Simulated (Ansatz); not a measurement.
Geometry optimisation, Ansatz, RHF/def2-SVP.

Input file:

```yaml
crystal:
  periodic: [false, false, false]
  atoms:
    - { symbol: Mo, position_ang: [-0.021329, -0.184323, -0.318246] }
    - { symbol: Cl, position_ang: [0.06252, 0.021509, 3.191954] }
    - { symbol: Cl, position_ang: [2.866263, -0.480756, -0.235442] }
    - { symbol: Cl, position_ang: [-0.322459, 2.844073, 0.598344] }
    - { symbol: Cl, position_ang: [-2.328973, 0.010293, -0.30211] }
    - { symbol: F, position_ang: [0.048544, -1.773802, 0.538017] }
    - { symbol: F, position_ang: [0.290296, 0.312085, -2.044118] }
    - { symbol: O, position_ang: [0.556062, 1.429122, 0.457646] }
    - { symbol: H, position_ang: [3.01399, 0.740063, 0.117487] }
    - { symbol: H, position_ang: [0.412787, 1.176435, 2.655268] }
basis:
  gaussian: { orbitals: def2-SVP }
hamiltonian:
  xc: hf
relax:
  f_tol: 0.03
  max_steps: 50
output:
  orbitals: {}
```

Launched with:

```bash
$ ansatz run input.yaml --threads 4 --pin off --max-ram 5120MiB --backend cpu --events-out ev --progress --plain --runs-dir out
```

Task: Where does it end, and by what steps?

Result: It converged. After 41 steps the energy has fallen by 0.349 eV; Cl2 moved furthest, 2.41 Å.

```csv
step,energy less start (eV),largest force component (eV/Å),accepted
0,0.0000,1.339,yes
2,-0.1306,0.277,yes
4,-0.1729,0.547,yes
6,-0.2129,0.272,yes
8,-0.2209,0.181,yes
10,-0.2269,0.110,yes
12,-0.2291,0.154,yes
14,-0.2377,0.147,yes
16,-0.2431,0.173,yes
18,-0.2588,0.308,yes
20,-0.2972,0.299,yes
22,-0.3081,0.221,yes
24,-0.3296,0.062,yes
26,-0.3352,0.056,yes
28,-0.3403,0.160,yes
30,-0.3424,0.089,yes
32,-0.3443,0.114,yes
34,-0.3455,0.147,yes
36,-0.3469,0.171,yes
38,-0.3479,0.173,yes
40,-0.3488,0.034,yes
41,-0.3492,0.026,yes
```

```xyz
10
Properties=species:S:1:pos:R:3
Mo -0.142 -0.173 -0.839
Cl 2.116 1.276 3.364
Cl 2.474 -0.745 0.150
Cl -1.245 2.023 1.202
Cl -2.254 0.246 -1.699
F -0.499 -1.814 -0.162
F 0.799 0.666 -2.138
O -0.064 0.974 0.664
H 2.391 -0.040 1.223
H 1.002 1.681 2.893
```

Whether the end is a true minimum wasn't checked by a vibrational analysis.

Time of the run: 2.5 min on 4 threads of Arm Neoverse V1 (shared host), peak memory 0.56 GiB.
